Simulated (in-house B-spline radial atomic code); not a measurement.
## Mg³⁺: [He] 2s1 2p6 (with a hole in an inner shell)

Computed with an all-electron radial atomic-structure program (B-spline basis): Dirac-Kohn-Sham LDA VWN5, spherical fractional occupations, Fermi nucleus of rms radius 3.057 fm.

Z_r = [3n² - l(l+1)]/(2<r>); Z_e = n√(-2ε); the last column is Slater's effective charge. Values are occupation-weighted means over j.

```
shell  electrons   ε (eV)  <r> (bohr)    Z_r   Z_e  Slater
   1s          2  -1309.1       0.131  11.45  9.81   11.70
   2s          1  -128.02       0.676   8.88  6.13    8.20
   2p          6  -95.635      0.6454   7.75  5.30    8.20
```

The least bound orbital is 2p3/2 at -95.53 eV, while the most diffuse is 2s1/2 (<r> = 0.676 bohr against 0.646 bohr): energy order and size order differ. The part-filled 2s shell lies below the filled 2p shell in orbital energy.

Spin-orbit splittings of the orbital energies (j = l + 1/2 above j = l - 1/2 when positive): 2p 0.3193 eV.

For the 1s electron the small component carries 0.178 % of the norm, the zero-frequency Breit interaction raises the level by 0.6672 eV, self-energy by 0.2754 eV, and vacuum polarisation lowers it by 0.01595 eV.
